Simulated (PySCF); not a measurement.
A spin–spin coupling run with PySCF 2.14 (density fitting, non-relativistic, gas phase) on `FC([BH2-][NH3+])(F)F`, CH$_{5}$BF$_{3}$N:

```
{"job": {"kind": "j", "xc": "CAM-B3LYP", "basis": "pcJ-1"}, "charge": 0, "multiplicity": 1}
N     -1.195382    -0.247734    -0.448246
B      0.392432    -0.554930    -0.381369
C      0.922505     0.561005     0.646279
F      2.230529     0.523920     0.898576
F      0.641368     1.824031     0.209989
F      0.286744     0.476705     1.853232
H     -1.607030    -0.324302     0.484811
H     -1.355846     0.706909    -0.778072
H     -1.678693    -0.893032    -1.072173
H      0.524969    -1.681240     0.061187
H      0.840307    -0.391760    -1.501581
```

Hardware: 1 thread of an Arm Neoverse V1, shared host. The job also computes field gradients.

Question: How large is the calculation?

Answer: 50 electrons, 212 basis functions and 747 auxiliary functions.

Question: How long does it take?

Answer: 48 s of wall time, with 12 SCF cycles. Times on a shared host scatter by some tens of per cent.

Question: And these other runs on the same molecule and hardware: GIAO shielding at PBE0/pcSseg-1; GIAO shielding at PBE0/pcSseg-2; spin–spin coupling at B3LYP/pcJ-1; spin–spin coupling at B97-2/pcJ-1; spin–spin coupling at HF/pcJ-1; spin–spin coupling at KT2/pcJ-1?

Answer: PBE0/pcSseg-1: 127 functions, 9.4 s; PBE0/pcSseg-2: 286 functions, 31 s; B3LYP/pcJ-1: 212 functions, 32 s; B97-2/pcJ-1: 212 functions, 35 s; HF/pcJ-1: 212 functions, 25 s; KT2/pcJ-1: 212 functions, 29 s.
